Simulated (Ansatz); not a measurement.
Two isomers of C2H7FOSi: A = `CO[SiH](C)F`, B = `CO[SiH2]CF`.

Gas-phase electronic energies from Ansatz, PBE0-D4/def2-TZVP geometries. CCSD(T)/CBS is the MP2 limit (def2-TZVPP, def2-QZVPP) plus CCSD(T) − MP2 in def2-TZVPP, frozen cores. DFT in def2-TZVPP. Each species was taken in one conformer, which may not be the lowest.

(1) Which is lower in electronic energy at CCSD(T)/CBS, and by how much? (An estimate is asked.)

(2) Give E(B) − E(A) in kJ/mol with PBE-D4, B2PLYP, PBE0-D4, ωB97M-V, MP2/def2-TZVPP, r2SCAN-D4, HF/def2-TZVPP. (Estimate.)

Largest T1 diagnostic: 0.011.

Answers

(1) Ansatz gave: A, by 282.8 kJ/mol.

(2) Computed: PBE-D4 262.8, B2PLYP 278.6, PBE0-D4 271.1, ωB97M-V 276.5, MP2/def2-TZVPP 290.5, r2SCAN-D4 279.5, HF/def2-TZVPP 278.9. None reverses the order clearly.

From PBE to PBE0 (25 % exact exchange), in def2-TZVPP and without D4, E(B) − E(A) moves by +8.3 kJ/mol.
